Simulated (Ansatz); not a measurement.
CH4BGa. The species carries charge 0 and has multiplicity 1. The bonds changed during the relaxation, so this is another structure than the one it started from.

Z-matrix (Å, degrees):
```
C
Ga 1 2.099
B 1 1.496 2 108.3
H 1 1.097 2 96.6 3 -123.6
H 1 1.097 2 96.6 3 123.6
H 3 1.202 1 120.9 2 87.1
H 3 1.202 1 120.9 2 -87.1
```

Question: What are the harmonic wavenumbers in cm⁻¹ at PBE0-D4/def2-TZVP (Ansatz, finite differences of forces, unscaled)? (Best estimate.)

Answer: Ansatz gave: 149, 235, 406, 654, 802, 811, 989, 1066, 1079, 1262, 1416, 2540, 2605, 3025, 3090.

Question: Is this a minimum?

Answer: Yes, all 15 modes are real.

Question: Give the ideal-gas thermochemistry at 298.15 K and 1 bar (rigid rotor, harmonic oscillator; point group Cs, symmetry number 1).

Answer: Zero-point energy 120.4 kJ/mol; H(298) − E = 135.2 kJ/mol; entropy 294.1 J/(mol·K), of which translation 165.9, rotation 100.9, vibration 27.3; G(298) − E = 47.5 kJ/mol.

Question: Rotational constants (cm⁻¹)?

Answer: 0.9636, 0.1344, 0.1245.
